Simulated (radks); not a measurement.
These are the eigenvalues of the occupied orbitals of an atom or ion with whole-number occupations (hartree). Calculated with a radial shooting solver on a logarithmic mesh with Libxc functionals: non-relativistic Kohn-Sham, r2SCAN, spin-polarised, spherical densities, point nucleus; meta-GGA in the generalised Kohn-Sham scheme.

orbital  eigenvalue
1s down   -179.0568
1s up     -179.0558
2s up     -20.36682
2s down   -20.33772
2p up     -17.06028
2p down   -17.03817
3s up      -2.96901
3s down    -2.87886
3p up      -2.08428
3p down    -1.99316
3d up      -0.74741

Which element is it, and in what charge state? The configuration may be excited. Open shells, if any, are filled with parallel spins first.

Answer. Z = 22, titanium, charge +2: Ti2+ in [Ar] 3d2. The list shows which subshells hold electrons but not how many an open one holds; the 1s level, -179.06 hartree, gives Z - s = 18.9 by -(Z - s)^2/2, which with screening narrows Z to a few neighbours, and the depths of the outer levels then fix element, charge and occupations together.
